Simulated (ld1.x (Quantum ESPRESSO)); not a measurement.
# Reading a pseudo-wave (P)

Columns: radius, all-electron u(r) and pseudo u(r) of the 3p shell (level -5.77 eV) of phosphorus in the configuration [Ne] 3s1.5 3p3.5; PBEsol, scalar-relativistic, TM scheme, ld1.x (Quantum ESPRESSO) 7.5.

```csv
r (bohr),all-electron,pseudo
0.085,0.1066,-0.0052
0.170,0.2361,-0.0206
0.255,0.2969,-0.0451
0.340,0.2899,-0.0770
0.425,0.2350,-0.1143
0.510,0.1515,-0.1550
0.595,0.0539,-0.1975
0.680,-0.0477,-0.2407
0.765,-0.1469,-0.2845
0.850,-0.2397,-0.3294
0.935,-0.3239,-0.3760
1.020,-0.3987,-0.4243
1.105,-0.4638,-0.4737
1.190,-0.5195,-0.5220
1.275,-0.5659,-0.5661
1.360,-0.6034,-0.6034
1.445,-0.6328,-0.6328
1.530,-0.6547,-0.6547
1.615,-0.6701,-0.6701
1.700,-0.6795,-0.6795
1.785,-0.6839,-0.6839
1.870,-0.6837,-0.6837
1.955,-0.6798,-0.6798
2.040,-0.6726,-0.6726
2.125,-0.6628,-0.6628
2.210,-0.6506,-0.6506
```

(1) How many radial nodes do the two functions have?

(2) At about which radius was the pseudo-wave matched?

(3) Is the pseudo-wave norm-conserving?

Answers

(1) The all-electron 3p function has n − l − 1 = 1; the pseudo-wave has 0, since the states of the same l below it are removed with the core.

(2) 1.40 bohr. The columns agree to 0.0005 from 1.27 bohr on; several derivatives are matched, so the curves merge somewhat inside the radius.

(3) Yes: the TM scheme keeps the norm inside the radius equal to the all-electron one, which fixes the energy derivative of the logarithmic derivative at the level.
